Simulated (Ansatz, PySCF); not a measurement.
C2H5Te, SMILES C[Te][CH2] (connectivity only; charge and spin as stated), charge +1, multiplicity 1. Atoms are numbered in the order given.

```xyz
8

C      1.6196    -0.1728    -0.7324
Te     0.0042     0.0393     0.3587
C     -1.4573     0.1075    -1.2334
H      2.5962    -0.2456    -0.2386
H      1.5876    -0.2222    -1.8274
H     -1.9762     1.0729    -1.1582
H     -0.9346     0.0069    -2.1927
H     -2.1573    -0.7231    -1.0687
```
Charge +1, spin multiplicity 1.

The structure is a stationary point at B3LYP-D3(BJ)/def2-SVP. The spin state was assumed, not searched. The isomer is the one that the SMILES or the coordinates give; other isomers of the formula were not compared. The def2 effective core potentials stand for the cores of Te; spin–orbit coupling is left out.

Two levels are set side by side: PBE-D3(BJ)/def2-SVP (Ansatz, a quantum-chemistry and plane-wave program) and B3LYP-D3(BJ)/def2-SVP (Ansatz). Each level has its own optimised geometry; the coordinates shown are those of the second. Frequencies come from the Hessian of PySCF at each geometry. Differences are taken from unrounded values.

| quantity | B3LYP-D3(BJ) |
|---|---|
| mean bond length (Å) | 1.373 |
| bond C1–Te2 (Å) | 1.961 |
| bond Te2–C3 (Å) | 2.162 |
| bond C1–H4 (Å) | 1.097 |
| bond C1–H5 (Å) | 1.097 |
| bond C3–H6 (Å) | 1.099 |
| bond C3–H7 (Å) | 1.097 |
| bond C3–H8 (Å) | 1.099 |
| highest harmonic wavenumber (cm⁻¹) | 3264 |
| mean harmonic wavenumber (cm⁻¹) | 1487 |
| zero-point energy (kcal/mol) | 38.27 |

Question: What does PBE-D3(BJ) give, and how far is it from B3LYP-D3(BJ)? (Estimate from the structure and the level; the computed values follow.)

Answer: 
```tsv
quantity	PBE-D3(BJ)	PBE-D3(BJ) minus B3LYP-D3(BJ)
mean bond length (Å)	1.379	0.006
bond C1–Te2 (Å)	1.968	0.007
bond Te2–C3 (Å)	2.156	-0.006
bond C1–H4 (Å)	1.105	0.008
bond C1–H5 (Å)	1.105	0.008
bond C3–H6 (Å)	1.107	0.009
bond C3–H7 (Å)	1.105	0.008
bond C3–H8 (Å)	1.107	0.009
highest harmonic wavenumber (cm⁻¹)	3200	-64
mean harmonic wavenumber (cm⁻¹)	1448	-39
zero-point energy (kcal/mol)	37.26	-1.01
```

Exact exchange shortens and stiffens bonds; PBE has none. Differences between two approximate levels are no errors against the true value.
